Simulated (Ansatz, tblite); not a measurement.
Spin states of the cluster Sn₃⁻ (the lowest doublet isomer of a short search), each relaxed with r2SCAN-D4/def2-SVPD in Ansatz. Electronic energies in the gas phase.

In the def2 sets Sn takes a core potential; there is no spin–orbit coupling. The xTB rows come from tblite. B3LYP takes the VWN-RPA correlation. HSE06 is defined as in plane-wave codes, on full-range PBE exchange. Correlated methods freeze 12 core orbitals; core or outer-core shells of Sn are correlated, in sets that lack core-valence functions. The structure comes from a short search, and lower isomers may exist.

Doublet geometry (C2v within 0.1 Å):

Cartesian coordinates in Å:
```
Sn 1.453 0.286 0.801
Sn -0.986 1.196 -0.657
Sn -0.467 -1.482 -0.144
```

Quartet geometry (C2v within 0.1 Å):

```
atom   x (Å)   y (Å)   z (Å)
 Sn1   0.801  -0.430   1.491
 Sn2  -1.030  -1.034  -0.960
 Sn3   0.228   1.464  -0.531
```

⟨S²⟩: doublet 0.76 at PBE0-D4/def2-TZVPD (pure 0.75), quartet 3.88 at PBE0-D4/def2-TZVPD (pure 3.75).

Run but left out: HF/def2-SVPD, HF/def2-TZVPD, MP2/def2-SVPD, MP2/def2-TZVPD (doublet: ⟨S²⟩ 1.07, where a pure state has 0.75); LC-ωPBE/def2-TZVPD, PBE-QIDH/def2-TZVPD, CCSD/def2-SVPD, CCSD(T)/def2-SVPD (quartet: ⟨S²⟩ 4.16 to 4.38, where a pure state has 3.75).

Only these spin states were relaxed.

| level | quartet − doublet (kcal/mol) | lowest of these | remarks |
| --- | --- | --- | --- |
| LDA (SPW92)/def2-TZVPD | 28.8 | doublet | HOMO above zero (quartet) |
| PBE-D4/def2-TZVPD | 24.5 | doublet | HOMO above zero (doublet), HOMO above zero (quartet) |
| B3LYP-D4/def2-TZVPD | 25.2 | doublet | HOMO above zero (quartet) |
| PBE0-D4/def2-TZVPD | 23.8 | doublet | HOMO above zero (quartet), spin-contaminated (⟨S²⟩ 3.88) (quartet) |
| HSE06-D4/def2-TZVPD | 23.6 | doublet | HOMO above zero (quartet), spin-contaminated (⟨S²⟩ 3.87) (quartet) |

Task: Estimate the rows for GFN1-xTB, GFN2-xTB, r2SCAN-D4/def2-TZVPD, RPA@PBE/def2-TZVPD.

Result: 
| level | quartet − doublet (kcal/mol) | lowest of these | remarks |
| --- | --- | --- | --- |
| GFN1-xTB | 48.4 | doublet | – |
| GFN2-xTB | 44.0 | doublet | – |
| r2SCAN-D4/def2-TZVPD | 22.5 | doublet | HOMO above zero (quartet), spin-contaminated (⟨S²⟩ 3.90) (quartet) |
| RPA@PBE/def2-TZVPD | 25.0 | doublet | – |

The xTB methods have no term that favours high spin, so they put low spin too low.
